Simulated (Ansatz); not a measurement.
Species: C2H6N2, SMILES `CNC=N` (C–N–C–N torsion 6°) (charge 0, multiplicity 1).

**Question.** Give a relaxed geometry from B3LYP-D3(BJ)/def2-TZVP in Ansatz (a program for electronic structure).

**Answer.** This is not unique; one that fits is the end point of this relaxation, one of several conformers (outside a Z-matrix the atoms follow the SMILES, hydrogens last).
Z-matrix (Å, degrees):
```
N
H 1 1.0043
C 1 1.3676 2 117.32
N 3 1.2736 1 128.92 2 169.79
H 4 1.0194 3 112.48 1 -1.51
H 3 1.0906 4 118.40 5 179.83
C 1 1.4453 2 118.14 3 164.11
H 7 1.0880 1 109.09 2 16.28
H 7 1.0930 8 108.00 1 -120.47
H 7 1.0957 8 108.56 9 -117.03
```
